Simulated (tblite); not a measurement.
Species: C₃H₁₀ClGeP (charge +1 and doublet state).
Numbering: `[CH3:1][CH:2]([CH3:3])[Ge@@H:4]([PH2+:5])[Cl:6]` (hydrogens: H7, H8, H9 on C1; H10 on C2; H11, H12, H13 on C3; H14 on Ge4; H15, H16 on P5)

Computed with GFN2-xTB (tblite), gas phase: L-BFGS steps from a force-field or distance-geometry start until the largest atomic force falls under 0.01 eV/Å.

Step 99: E = -547.0153 eV
```
atom  x, y, z in Å  |  force x, y, z in eV/Å
C1     -0.9871   -1.3878   -0.0721   -0.020   0.003   0.076
C2     -0.4991   -0.1165    0.5389    0.044  -0.025  -0.008
C3     -1.5031    0.9718    0.7313    0.012  -0.009  -0.095
Ge4     1.0105    0.8286   -0.8230   -0.039   0.030   0.050
P5      3.1837   -0.0043   -0.4805    0.018   0.021   0.012
Cl6     0.3789    0.6549   -2.8031   -0.038   0.007   0.016
H7     -0.1912   -2.1204   -0.1849    0.056   0.002  -0.092
H8     -1.4840   -1.2219   -1.0283    0.047  -0.004   0.061
H9     -1.7235   -1.8400    0.6015   -0.016   0.072  -0.028
H10     0.1198   -0.2772    1.4211   -0.050  -0.020   0.053
H11    -1.0289    1.9494    0.8430   -0.018   0.031   0.071
H12    -2.0502    0.7929    1.6621    0.006  -0.022  -0.041
H13    -2.2196    1.0171   -0.0875    0.020  -0.031   0.011
H14     0.9618    2.3124   -0.3992   -0.006   0.034  -0.081
H15     2.9528   -1.3335   -0.8242   -0.025  -0.079  -0.030
H16     3.0717   -0.2168    0.8935    0.008  -0.010   0.026
```

Step 100: E = -547.0177 eV
```
atom  x, y, z in Å  |  force x, y, z in eV/Å
C1     -0.9863   -1.3866   -0.0707    0.038  -0.043   0.035
C2     -0.4972   -0.1154    0.5390    0.050  -0.001   0.010
C3     -1.5042    0.9710    0.7296    0.075   0.037  -0.069
Ge4     1.0096    0.8305   -0.8226   -0.035   0.037   0.081
P5      3.1811   -0.0026   -0.4763    0.019  -0.008  -0.039
Cl6     0.3815    0.6492   -2.8009   -0.046   0.003  -0.012
H7     -0.1904   -2.1213   -0.1892    0.026   0.051  -0.082
H8     -1.4857   -1.2198   -1.0266    0.045  -0.015   0.104
H9     -1.7152   -1.8407    0.6092   -0.041   0.070  -0.042
H10     0.1161   -0.2728    1.4264   -0.044  -0.033   0.027
H11    -1.0314    1.9494    0.8547   -0.033  -0.010   0.057
H12    -2.0547    0.7827    1.6564   -0.020  -0.016  -0.048
H13    -2.2121    1.0226   -0.0951   -0.006  -0.032   0.006
H14     0.9658    2.3163   -0.4083   -0.016   0.034  -0.074
H15     2.9445   -1.3295   -0.8317   -0.011  -0.054  -0.017
H16     3.0707   -0.2242    0.8944    0.001  -0.018   0.061
```

Step 101: E = -547.0223 eV
```
atom  x, y, z in Å  |  force x, y, z in eV/Å
C1     -0.9814   -1.3855   -0.0631    0.091  -0.059  -0.013
C2     -0.4910   -0.1110    0.5400    0.045   0.032   0.044
C3     -1.5040    0.9716    0.7271    0.047   0.045   0.008
Ge4     1.0056    0.8359   -0.8234   -0.021   0.042   0.113
P5      3.1754    0.0006   -0.4660    0.003  -0.049  -0.050
Cl6     0.3939    0.6339   -2.8028   -0.058  -0.004  -0.037
H7     -0.1845   -2.1185   -0.1959    0.005   0.076  -0.038
H8     -1.4864   -1.2200   -1.0165    0.018  -0.012   0.122
H9     -1.7003   -1.8401    0.6264   -0.040   0.058  -0.062
H10     0.1115   -0.2603    1.4370   -0.023  -0.057  -0.016
H11    -1.0375    1.9479    0.8910   -0.032  -0.039   0.037
H12    -2.0735    0.7546    1.6400   -0.007   0.021  -0.152
H13    -2.1906    1.0429   -0.1152   -0.007  -0.042   0.052
H14     0.9663    2.3264   -0.4323   -0.031   0.035  -0.060
H15     2.9282   -1.3164   -0.8570    0.015  -0.026   0.002
H16     3.0606   -0.2531    0.8992   -0.006  -0.020   0.049
```

**Question.** Estimate the geometry and energy of step 102. (The exact step hangs on the optimiser's Hessian estimate; all steps are aligned on step 101, rigid shifts and turns removed.)

**Answer.** E = -547.0263 eV, largest force 0.215 eV/Å
```
atom  x, y, z in Å  |  force x, y, z in eV/Å
C1     -0.9734   -1.3833   -0.0541    0.139  -0.045  -0.061
C2     -0.4830   -0.1040    0.5403    0.027   0.058   0.064
C3     -1.5043    0.9726    0.7254    0.092   0.076   0.174
Ge4     1.0001    0.8418   -0.8259   -0.008   0.039   0.109
P5      3.1680   -0.0007   -0.4567   -0.016  -0.066  -0.039
Cl6     0.4058    0.6215   -2.8089   -0.062  -0.011  -0.034
H7     -0.1745   -2.1143   -0.1919   -0.020   0.072   0.016
H8     -1.4756   -1.2233   -1.0087   -0.018   0.007   0.092
H9     -1.6942   -1.8300    0.6369   -0.024   0.019  -0.054
H10     0.1118   -0.2472    1.4438   -0.002  -0.065  -0.035
H11    -1.0468    1.9474    0.9346   -0.058  -0.119  -0.022
H12    -2.0932    0.7242    1.6207    0.006   0.050  -0.209
H13    -2.1712    1.0613   -0.1283   -0.042  -0.025   0.004
H14     0.9610    2.3364   -0.4587   -0.034   0.036  -0.044
H15     2.9184   -1.3078   -0.8829    0.026  -0.006   0.018
H16     3.0434   -0.2855    0.9029   -0.007  -0.021   0.021
```

The energy changes by -0.0041 eV. The first-order estimate −F·Δx gives -0.0060 eV and the mean of the old and new forces, exact on a quadratic surface, -0.0039 eV. The step makes an angle of 80° with the force vector and moves no atom by more than 0.045 Å.

What follows is the cost of the whole relaxation. The run took 1.3 s of wall time on one thread, Arm Neoverse V1 (aarch64) (shared host).
